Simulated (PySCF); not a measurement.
Al(H)(Vi)(OH), SMILES C=[CH][AlH][OH], PBE0/def2-SVP optimised geometry.

```
9

Al    -0.18    -1.25     0.00
H     -0.98    -2.63     0.00
C     -1.00     0.51     0.00
C     -0.25     1.62     0.02
H     -2.09     0.64    -0.01
H     -0.68     2.63     0.03
H      0.85     1.58     0.04
O      1.53    -1.25     0.00
H      2.09    -2.03     0.02
```

Density from PBE0/def2-TZVP (PySCF) at that geometry.

Minimum of the electron density along straight lines between bonded atoms, close to the bond critical point (lines longer than 1.1 times the sum of covalent radii, or with two minima, are not listed):

| bond | length / Å | ρ at the minimum / e bohr⁻³ | ∇²ρ there / e bohr⁻⁵ | position (fraction from the first atom) |
|---|---|---|---|---|
| Al1–H2 | 1.589 | 0.082 | 0.20 | 0.50 |
| Al1–C3 | 1.939 | 0.089 | 0.29 | 0.40 |
| C3–C4 | 1.343 | 0.342 | -1.02 | 0.49 |
| C3–H5 | 1.100 | 0.271 | -0.92 | 0.64 |
| C4–H6 | 1.098 | 0.277 | -0.96 | 0.65 |
| C4–H7 | 1.097 | 0.279 | -0.98 | 0.65 |
| Al1–O8 | 1.708 | 0.106 | 0.77 | 0.43 |
| O8–H9 | 0.958 | 0.359 | -2.44 | 0.81 |
